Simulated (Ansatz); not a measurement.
Relaxation of the cluster Te₂W⁺ with UKS r2SCAN-D4/def2-TZVP.

```sh
$ ansatz run in.yaml --threads 4 --pin off --events-out ev --progress --plain --max-ram 3916MiB
```

```yaml
crystal:
  periodic: [false, false, false]
  atoms:
    - {symbol: W, position_ang: [0.565310, 0.407420, 1.091480]}
    - {symbol: Te, position_ang: [0.548960, -1.483150, -0.502540]}
    - {symbol: Te, position_ang: [-1.114270, 1.075740, -0.588940]}
basis:
  gaussian: {orbitals: def2-TZVP}
total_charge: 1
magnetization: {spin_polarized: true, initial_magnetization: 1}
hamiltonian: {xc: r2scan, dispersion: d4}
scf: {lower_state_search: "off"}
output: {orbitals: {seedname: orbitals}}
relax: {f_tol: 0.02, max_steps: 100}
```

Hardware: 4 threads of Arm Neoverse V1 on a shared host. Wall time 87 s.

Positions (Å) and forces (eV/Å) at steps 1, 2, 3, 4, 5, 6, 7 of 7:

```xyz
3
step=1 energy=-16411.2313 eV
W     0.565    0.407    1.091    0.360    0.211    0.654
Te    0.549   -1.483   -0.503    0.516   -1.152   -0.270
Te   -1.114    1.076   -0.589   -0.876    0.941   -0.384
3
step=2 energy=-16411.4291 eV
W     0.557    0.399    1.073   -0.891   -0.634   -1.714
Te    0.659   -1.641   -0.487    0.361    0.445    0.851
Te   -1.216    1.242   -0.586    0.530    0.189    0.863
3
step=3 energy=-16411.9136 eV
W     0.490    0.351    0.945   -1.045   -0.745   -2.011
Te    0.789   -1.765   -0.418    0.251    0.788    0.990
Te   -1.279    1.414   -0.527    0.794   -0.044    1.021
3
step=4 energy=-16412.1486 eV
W     0.405    0.291    0.782    0.092    0.025    0.142
Te    0.900   -1.841   -0.333   -0.126    0.123   -0.066
Te   -1.305    1.549   -0.449    0.035   -0.148   -0.076
3
step=5 energy=-16411.9079 eV rejected
W     0.424    0.306    0.820    1.213    0.716    2.211
Te    0.784   -1.686   -0.358    0.546   -2.080   -1.003
Te   -1.209    1.380   -0.462   -1.759    1.364   -1.208
3
step=6 energy=-16412.1574 eV
W     0.433    0.310    0.834   -0.135   -0.085   -0.250
Te    0.848   -1.791   -0.360    0.048    0.068    0.121
Te   -1.280    1.481   -0.473    0.087    0.017    0.129
3
step=7 energy=-16412.1620 eV
W     0.422    0.303    0.814    0.002   -0.001    0.001
Te    0.864   -1.803   -0.350   -0.002    0.002    0.000
Te   -1.286    1.501   -0.464    0.000   -0.001   -0.001
```

In the def2 sets Te, W take a core potential; there is no spin–orbit coupling. The charge 1 doublet is spin-contaminated (final ⟨S²⟩ up to 1.32, 0.75 for a pure state). The structure comes from a short search, and lower isomers may exist.
